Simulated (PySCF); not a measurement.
Nb(O)(OH)(NH2)2 (H5N2NbO2), SMILES [O]=[Nb]([NH2])([NH2])[OH], multiplicity 1. Coordinates come from a PBE-D3(BJ)/def2-SVP optimisation. The spin state was assumed, not searched. The structure was generated by enumeration; whether it is a known compound was not checked. The def2 effective core potentials stand for the cores of Nb; spin–orbit coupling is left out. The values are those of a single conformer.

**Question.** Give the equilibrium geometry at PBE-D3(BJ)/def2-SVP (PySCF confirms it by a frequency run) as a Z-matrix, and its point group. (An estimate is asked for; the answer gives what the named calculation found.)

**Answer.** This is not unique; one that fits is point group Cs.
```
Nb
O 1 1.7191
O 1 1.9290 2 115.31
H 3 0.9724 1 130.16 2 0.00
N 1 1.9927 2 106.80 3 -120.26
H 5 1.0251 1 125.14 2 -6.04
H 5 1.0259 6 109.26 1 175.83
N 1 1.9927 2 106.80 5 -119.48
H 8 1.0251 1 125.14 2 6.04
H 8 1.0259 9 109.26 1 -175.83
```
